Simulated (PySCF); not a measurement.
C7H12N (doublet state).
SMILES with atom numbers: `[CH3:1][NH:2][CH2:3][C:4]1=[CH:5][CH:6][CH2:7][CH2:8]1` (hydrogens: H9, H10, H11 on C1; H12 on N2; H13, H14 on C3; H15 on C5; H16 on C6; H17, H18 on C7; H19, H20 on C8)

Structure used (GFN2-xTB), in Å, numbered top down from 1:
```
atom  x, y, z in Å
C1     3.1840   -0.0464   -0.5163
N2     1.7494   -0.1676   -0.6552
C3     1.0296    0.2000    0.5624
C4    -0.4328    0.0335    0.3727
C5    -1.2939   -0.7814    1.0818
C6    -2.5802   -0.6785    0.6107
C7    -2.6422    0.2836   -0.5296
C8    -1.1883    0.7578   -0.6989
H9     3.4306    1.0028   -0.3481
H10    3.6591   -0.3702   -1.4407
H11    3.5976   -0.6349    0.3180
H12    1.5078   -1.1235   -0.9038
H13    1.2670    1.2559    0.7543
H14    1.3625   -0.3844    1.4394
H15   -0.9937   -1.4104    1.9033
H16   -3.4426   -1.1976    0.9847
H17   -3.0252   -0.1978   -1.4343
H18   -3.3179    1.1153   -0.3075
H19   -0.7839    0.5146   -1.6845
H20   -1.0920    1.8401   -0.5791
```

The hyperfine couplings belong to this conformer and change with its torsions.

Level of theory: UKS B3LYP, pcH-1 on C H N, non-relativistic, mean-field spin-orbit, GIAO in PySCF 2.14.0. Isolated species at its GFN2-xTB geometry (one conformer only). A GFN2-xTB geometry isn't a minimum of the functional, and hyperfine couplings can be far from their values at a DFT geometry. The SCF solution wasn't tested for stability. ⟨S²⟩ is 0.773 where a pure state has 0.75.

Match the computed a_iso(1H) values +70.7, +66.5, -41.7, +28.0, +10.3, -2.1, 0.0 MHz (means over equivalent nuclei) with the sites H9/H10/H11; H12; H13/H14; H15; H16; H17/H18; H19/H20.

```csv
site,a_iso (MHz),ρ(0) (bohr⁻³),position,distance from C6 (Å),bound to,spin population there,largest |T| (MHz)
H9/H10/H11,0.0,0.0000,4 bonds from C4,6.36,C1,+0.01,1.5
H12,-2.1,-0.0005,3 bonds from C4,4.38,N2,+0.02,5.2
H13/H14,+28.0,+0.0063,2 bonds from C4,4.17,C3,-0.05,6.1
H15,+10.3,+0.0023,"2 bonds from C6, on C5 of spin population -0.24",2.17,C5,-0.24,5.2
H16,-41.7,-0.0093,1 bond from C6,1.07,C6,+0.64,24.9
H17/H18,+70.7,+0.0158,2 bonds from C6,2.15,C7,-0.05,5.6
H19/H20,+66.5,+0.0149,2 bonds from C4,3.15,C8,-0.05,5.4
```

ρ(0) is the spin density at the nucleus and T the dipolar tensor; entries for several nuclei are means. The Mulliken spin populations are largest on C6 (+0.64), C4 (+0.61) and C5 (-0.24). The angles at C6 add up to 360.0°, so it is planar; its axial dipolar tensor and the negative coupling of its proton fit spin in a p orbital normal to that plane. Main spin sites, with 60 % or more of the largest population: C4, C6; positions count bonds from the nearest.

Nuclei that the bonding pattern makes equivalent are averaged, as if the motion that swaps them (rotation, inversion, ring flip) were fast. The 1H value of +28.0 MHz is a mean of couplings from 1.6 to 54.4 MHz in this one geometry, not an average over conformers.
